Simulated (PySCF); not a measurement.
Atom-mapped SMILES (the numbers label the heavy atoms): `[CH3:1][SiH:2]([CH3:3])[c:4]1[cH:5][cH:6][c:7]([SiH:8]([CH3:9])[CH3:10])[cH:11][cH:12]1`; H(Xn) means a hydrogen on atom n.

[PySCF 2.14.0 with density-fitted response routines: coordinates at the PBE0-D3(BJ)/def2-SVP level; σ from GIAO-B3LYP/pcSseg-1; equivalent nuclei averaged; one conformer; isolated molecule; no relativistic terms]

Shifts are taken against calculated references (same method and geometry level): TMS for ¹³C (σref 179.24), ¹H (σref 31.38), ²⁹Si (σref 337.86).

| atoms | nucleus | count | δ (ppm) |
| --- | --- | --- | --- |
| H(C1)/H(C3)/H(C9)/H(C10) | ¹H | 12 | 0.35 |
| C4/C7 | ¹³C | 2 | 144.3 |
| H(Si2)/H(Si8) | ¹H | 2 | 4.67 |
| C1/C3/C9/C10 | ¹³C | 4 | -3.4 |
| H(C5)/H(C6)/H(C11)/H(C12) | ¹H | 4 | ? |
| Si2/Si8 | ²⁹Si | 2 | ? |
| C5/C6/C11/C12 | ¹³C | 4 | 139.5 |

Estimate the values marked ?.

## Answers


- H(C5)/H(C6)/H(C11)/H(C12): 7.42 ppm, hydrogen on an aromatic CH; ring-current deshielding
- Si2/Si8: -21.4 ppm, silicon bonded to 3 C, H

Shifts are as computed. Against solution values, carbons near 30 ppm lie about +2 ppm off and those near 130 ppm about +6 ppm. Of 1211 compounds with measured shifts, 218 miss one by over three times the rms of a fit or turn the order of signals round; such compounds aren't used in these exercises.
